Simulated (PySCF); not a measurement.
Several molecules and their computed UV-vis stick spectra, shuffled. Method used: PySCF 2.14.0, density-fitted response routines, TDDFT PBE0/def2-SVPD, vertical, gas phase, core orbitals frozen in the response. Geometries: GFN2-xTB; one conformer of each isolated species. Triplets are in the Tamm–Dancoff approximation. Ions are computed without counter-ions or solvent.

A. `CCO[Si@H](F)[SiH3]`
B. `C[n+]1csc(F)c1F`
C. `F[C@@H]1COC[C@@H](Cl)C1`

Lowest singlet levels (six at most, fewer where fewer were computed) with oscillator strengths:

1. 248 nm (f 0.077); 213 nm (f 0.001); 196 nm (f 0.095); 176 nm (f 0.000); 169 nm (f 0.006); 165 nm (f 0.002); T1 3.39 eV
2. 185 nm (f 0.033); 178 nm (f 0.018); 169 nm (f 0.047); 163 nm (f 0.016); 160 nm (f 0.007); 157 nm (f 0.007); T1 5.85 eV
3. 181 nm (f 0.008); 168 nm (f 0.002); 165 nm (f 0.022); 160 nm (f 0.033); 158 nm (f 0.021); 153 nm (f 0.008); T1 6.47 eV

**Question.** Match each spectrum to its molecule.

**Answer.** 1 = B, 2 = A, 3 = C.
- A: S1 at 6.69 eV, HOMO→LUMO (96%); Löwdin shares by element: HOMO silicon 36%, oxygen 27%, hydrogen 13% or more (atoms not listed hold the other 24%); LUMO silicon 62%, hydrogen 19% or more (atoms not listed hold the other 19%); HOMO -8.28 and LUMO -0.37 eV.
- B: S1 at 5.00 eV, HOMO→LUMO (97%); Löwdin shares by element: HOMO carbon 64% or more, fluorine 12% or more (atoms not listed hold the other 24%); LUMO carbon 42% or more, sulfur 26%, nitrogen 20%; HOMO -12.84 and LUMO -7.11 eV.
- C: S1 at 6.86 eV, HOMO→LUMO (93%); Löwdin shares by element: HOMO oxygen 46%, carbon 16% or more, chlorine 10% (atoms not listed hold the other 28%); LUMO carbon 27% or more, chlorine 26% (atoms not listed hold the other 47%); HOMO -7.87 and LUMO 0.21 eV.
